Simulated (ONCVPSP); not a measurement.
**What one change does to a pseudopotential (Cd, ONCV)**

| Quantity | Value |
| --- | --- |
| Element | Cd |
| Generator | ONCVPSP 4.0.1 |
| Type | optimised norm-conserving Vanderbilt (ONCV) |
| Functional | PBE |
| Relativity | scalar-relativistic |
| Frozen core | [Ar] 3d10 |
| Valence charge | 20 |
| Reference configuration | 4s2 4p6 4d10 5s1 5p1 |
| Partial waves | 4s+5s: rc 1.65 bohr, ncon 3, nbas 6, qcut 5.6 1/bohr, 2 projectors; 4p+5p: rc 1.45 bohr, ncon 5, nbas 9, qcut 9.9 1/bohr, 2 projectors; 4d: rc 1.15 bohr, ncon 4, nbas 7, qcut 9.9 1/bohr, 2 projectors, debl 1.4 Ha |
| Local potential | polynomial inside 0.85 bohr (lpopt 5, dvloc0 2 Ha) |
| Core correction | Teter function, fcfact 3.75, rcfact 1.6 |

Change: local potential polynomial inside 0.75 bohr (lpopt 5, dvloc0 4 Ha).

Cutoffs: the cutoffs (Ha) at which the residual kinetic energy of the hardest occupied pseudo-wave falls to 1 and 0.1 mHa per electron; they do not see the model core or the augmentation charge, which bear on the density cutoff. Errors are all-electron minus pseudo energies relative to the spin-unpolarised reference configuration.

What does the change do?

The potential gets neither clearly harder nor softer (38 Ha and 45 Ha → 38 Ha and 45 Ha); the lowest positive-energy flag moves from s at 68.5 eV to s at 22.3 eV; the errors of the 4 common tests hardly move; the range in which the s phases agree narrows (upper end 1.9 → 0.6); neither file shows a bound ghost.

```tsv
quantity	base	changed
cutoff, loose	38 Ha	38 Ha
cutoff, tight	45 Ha	45 Ha
bound ghosts	none	none
GHOST(+) flags under 300 eV	s at 68.5 eV	s at 22.3 eV
error for 4s2 4p6 4d10 5s2 5p0, meV [ΔE -4.67 eV]	-0.7	-0.6
error for 4s2 4p6 4d10 5s1 5p0, meV [ΔE 4.61 eV]	-0.8	-0.8
error for 4s2 4p6 4d10 5s0 5p0, meV [ΔE 21.73 eV]	-6.0	-6.0
error for 4s2 4p6 4d10 5s0 5p2, meV [ΔE 5.00 eV]	-2.0	-2.0
s: phases at 1.68 bohr within 0.05 rad from the reference energy up to (Ha; the scan ends near 5)	1.9	0.6
p: phases at 1.47 bohr within 0.05 rad from the reference energy up to (Ha; the scan ends near 5)	to the end of the scan	to the end of the scan
d: phases at 1.17 bohr within 0.05 rad from the reference energy up to (Ha; the scan ends near 5)	to the end of the scan	to the end of the scan
rms error of d²Exc/dni dnj with the model core, mHa	2.43	2.43
```
